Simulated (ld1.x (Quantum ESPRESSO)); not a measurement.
## Before and after: RRKJ potential for oxygen

ld1.x (Quantum ESPRESSO) 7.5 input, shortened:

```
&input
   title='O', zed=8., rel=1, dft='PZ', iswitch=3,
   config='[He] 2s2 2p2'
 /
 &inputp
   pseudotype=2, tm=.false., lloc=0,
   nlcc=.false.
 /
2
2P  2  1   2.00   0.00  1.85  1.85  0.0
2S  1  0   2.00   0.00  0.85  0.85  0.0
 &test
   configts(1)='2s2 2p2'
 /
```

Change: reference 2s2 2p4.

Cutoffs: the cutoffs (Ry, on a coarse ladder) from which the occupation-weighted sum of valence levels, in a spherical-Bessel basis at the reference potential, stays within 10 and 1 mRy of its value at 400 Ry; they do not see the model core or the augmentation charge, which bear on the density cutoff. Errors are all-electron minus pseudo energies relative to the spin-unpolarised reference configuration.

What does the change do?

The potential gets softer (90 Ry and 180 Ry → 70 Ry and 180 Ry); the range in which the p phases agree widens (upper end -0.7 → 1.7); neither file shows a bound ghost.

| quantity | base | changed |
| --- | --- | --- |
| cutoff, loose | 90 Ry | 70 Ry |
| cutoff, tight | 180 Ry | 180 Ry |
| loose cutoff by channel (10 mRy a level) | p 35 Ry, s 70 Ry | p 35 Ry, s 60 Ry |
| bound ghosts | none | none |
| largest error over its own tests, meV | +3162 | +6489 |
| s: phases at 1.99 bohr within 0.05 rad from the reference energy up to (Ry; the scan ends near 5) | to the end of the scan | to the end of the scan |
| p: phases at 1.99 bohr within 0.05 rad from the reference energy up to (Ry; the scan ends near 5) | -0.7 | 1.7 |
